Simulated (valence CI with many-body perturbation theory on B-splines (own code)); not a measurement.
## Ti17+ in three bases

Computed by valence CI with perturbative core correlation (CI+MBPT): three valence electrons over a frozen Dirac-Fock core [He], radial functions for each j: 9 s, 9 p, 8 d, 6 f, 3 g, 1 h, with the one-electron correlation potential Σ1 (screened to all orders), the two-electron term Σ2, the three-electron term Σ3, Breit, model QED; selected single and double excitations, second order for the rest, scaled by the run's own slope (own B-spline code, finite nucleus).

No measured spectrum was set against this ion. As an estimate, levels of excited configurations hold to 0.05 to 0.15 % of their energy, terms of the ground configuration to about 0.5 %.

The reference run has the lowest level 2s²2p ²P°_1/2 and an ionisation energy of 1220.40 eV. Its largest variational space holds 10746 state functions.

Names give the largest LS component (configuration and term), which can be under half, so a name can repeat, a term be missing and a line seem to break the LS rules; names also repeat where a configuration has a term twice.

Changed runs:
A. basis 6 s, 6 p, 5 d, 3 f, 1 g
B. basis 5 s, 5 p, 4 d, 2 f

Excitation energies of the reference run in cm⁻¹, and shifts in cm⁻¹:

| Level | Reference | A | B |
| --- | --- | --- | --- |
| 2s²2p ²P°_3/2 | 56257 | -4.2 | -7.1 |
| 2s2p² ⁴P_1/2 | 309469 | -122 | -387 |
| 2s2p² ⁴P_3/2 | 332947 | -129 | -404 |
| 2s2p² ⁴P_5/2 | 360382 | -123 | -391 |
| 2s2p² ²D_3/2 | 556047 | +143 | +401 |
| 2s2p² ²D_5/2 | 561945 | +139 | +386 |
| 2s2p² ²S_1/2 | 674121 | +211 | +613 |
| 2s2p² ²P_1/2 | 734168 | +202 | +600 |
| 2s2p² ²P_3/2 | 747476 | +168 | +518 |
| 2p³ ⁴S°_3/2 | 962150 | -85 | -314 |
| 2p³ ²D°_3/2 | 1079040 | +158 | +395 |
| 2p³ ²D°_5/2 | 1089230 | +158 | +384 |
| Ionisation energy (eV) | 1220.40 | -0.021 | -0.06 |
